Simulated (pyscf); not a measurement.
Optimised with ωB97X-D3(BJ)/def2-SVP in PySCF. MP2 and CC: frozen core, UHF for open shells. ΔMP2 is the change of the MP2 total energy from the triple- to the quadruple-zeta basis.

Problem. Estimate by transition-state theory (the high-pressure limit) the rate constant of C₂HO (SMILES [C]1=CO1) [doublet] -> •HC=C=O (SMILES [CH]=C=O) (doublet surface; C–O broken, none formed) at 900 K, with CCSD(T)/def2-TZVPP + ΔMP2(QZVPP) energies (ideal gas, 1 atm, RRHO with modes under 100 cm⁻¹ raised to 100, one conformer, R ln 2 for chiral ones without a mode under 150 cm⁻¹; no tunnelling).

Solution. The electronic barrier is 23.0 kcal/mol and the thermal terms add -2.7, so ΔG‡ = 20.2 kcal/mol. With k_BT/h = 1.88e+13 s⁻¹ and RT = 1.788 kcal/mol, k = 2.3e+08 s⁻¹; so small a molecule is far into fall-off at 1 atm, where the true rate is lower. Wigner's tunnelling factor for 1135i cm⁻¹ would be 1.14. A shift of 1 kcal/mol in the barrier changes k by a factor 1.7. Another saddle between the same species, by other bonds, lies lower (10.5 kcal/mol against 25.7 kcal/mol at ωB97M-D3(BJ)). The CCSD(T) − MP2 part came from Ansatz, without density fitting, on the same reference. An open-shell T1 diagnostic exceeds 0.045. A UHF reference is spin-contaminated (<S²> up to 1.12), which harms MP2 most.
